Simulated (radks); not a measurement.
Results of a calculation; reference values are marked as such.
Species: neutral praseodymium. Configuration: [Xe] 4f3 6s1 6f1 (not the ground configuration). Code: a radial shooting solver on a logarithmic mesh with Libxc functionals. Model: scalar-relativistic Kohn-Sham, PBEsol, spin-polarised, spherical densities, point nucleus; open shells are filled with parallel spins first (spin-orbit coupling, left out, can overturn this in heavy ions). Some entries of the table are withheld. Estimate them.

orbital,occ.,eigenvalue (hartree),<1/r> (bohr^-1),<r^2> (bohr^2)
1s up,1,-1536.232,64.67,0.0007899
1s down,1,-1536.232,64.67,0.0007899
2s up,1,-247.2806,14.92,0.01254
2s down,1,-247.2801,14.92,0.01254
2p up,3,-221.3015,14.10,0.01001
2p down,3,-221.3011,14.10,0.01001
3s up,1,-53.47128,5.427,0.08485
3s down,1,-53.44398,5.429,0.08479
3p up,3,-45.24428,5.134,0.08487
3p down,3,-45.21712,5.137,0.08480
3d up,5,-33.68689,4.872,0.07223
3d down,5,-33.66569,4.875,0.07215
4s up,1,-10.77710,2.267,0.4377
4s down,1,-10.70170,2.267,0.4374
4p up,3,-8.09001,2.088,0.4952
4p down,3,-8.01367,2.089,0.4948
4d up,5,(1),1.820,(2)
4d down,5,(3),1.821,(4)
5s up,1,-1.62302,0.8803,2.541
5s down,1,-1.56891,0.8727,2.574
5p up,3,-0.97323,0.7432,3.510
5p down,3,-0.92840,0.7361,3.553
6s up,1,-0.26536,0.3118,18.22
4f up,3,-0.23702,1.192,1.876
6f up,1,-0.01427,0.04914,862.1

Answer. 
(1) 4d up eigenvalue (hartree): -4.24870
(2) 4d up <r^2> (bohr^2): 0.6150
(3) 4d down eigenvalue (hartree): -4.17108
(4) 4d down <r^2> (bohr^2): 0.6150
